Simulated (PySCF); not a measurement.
Species: C4H6OSi.
SMILES with atom numbers: `[SiH3:1][c:2]1[cH:3][cH:4][o:5][cH:6]1`

Definitions: NICS(0) = −σiso at the ring centroid; NICS(1) = −σiso and NICS(1)zz = −σzz at ±1 Å along the ring normal z. Level: GIAO PBE0/pcSseg-1 (PySCF, non-relativistic, gas phase) on the GFN2-xTB geometry, one conformer.

Ring bond lengths (Å), with Mayer bond orders in brackets: C2–C3 1.426 (1.24), C3–C4 1.357 (1.61), C4–O5 1.346 (1.08), O5–C6 1.342 (1.09), C6–C2 1.365 (1.60).

Question: What do the NICS probes read (ppm)?

Answer: 
```csv
ring,type,NICS(0),"NICS(1), two faces","NICS(1)zz, two faces",rms pucker (Å),"centre to ring atoms, mean (Å)"
C2–C3–C4–O5–C6,5-membered ring with O; formal bonds all aromatic,-11.7,-10.7 / -10.6,-27.7 / -27.6,0.00,1.16
```

Question: What do they say, and how far can they be read as aromaticity?

Answer: 
- C2–C3–C4–O5–C6: mean NICS(1)zz -27.7 ppm, shielded. For a flat ring without four-coordinate atoms the NICS criterion counts such a value as aromatic.

Question: How equal are the bonds by HOMA? HOMA takes Krygowski's 1993 parameters.

Answer: 
- C2–C3–C4–O5–C6: HOMA 0.46; the largest term is that of C4–O5, α(R − Ropt)² = 1.03.

Question: What field does 11.7 T along the ring normal induce along that normal at the second NICS(1) probe listed for ring C2–C3–C4–O5–C6, 1 Å off the ring?

Answer: NICSzz × B0 = -27.6 ppm × 11.7 T = -323 μT, against the applied field.
